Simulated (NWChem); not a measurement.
Molecule: InHClF; SMILES [F][InH][Cl]

```xyz
4

In    -0.3132    -0.3615     0.0000
H     -1.9082    -0.9888     0.0000
F      1.2870    -1.5155     0.0000
Cl     0.3336     1.9025     0.0000
```
Atoms are numbered in this order, from 1.

Program: NWChem. Geometry: optimised at PBE-D3(BJ)/def2-SVP. def2 effective core potentials on In; no spin-orbit coupling.

For level TPSS/def2-SVP (core potentials):

```
Property                     Value
---------------------------  -----
highest occupied level (eV)  -7.54
orbital gap (eV)              4.86
```

Question: Estimate the same quantities for level TPSS/STO-3G (all-electron, non-relativistic).

Answer: 
| Item | Result |
|---|---|
| highest occupied level (eV) | -3.10 |
| orbital gap (eV) | 4.09 |
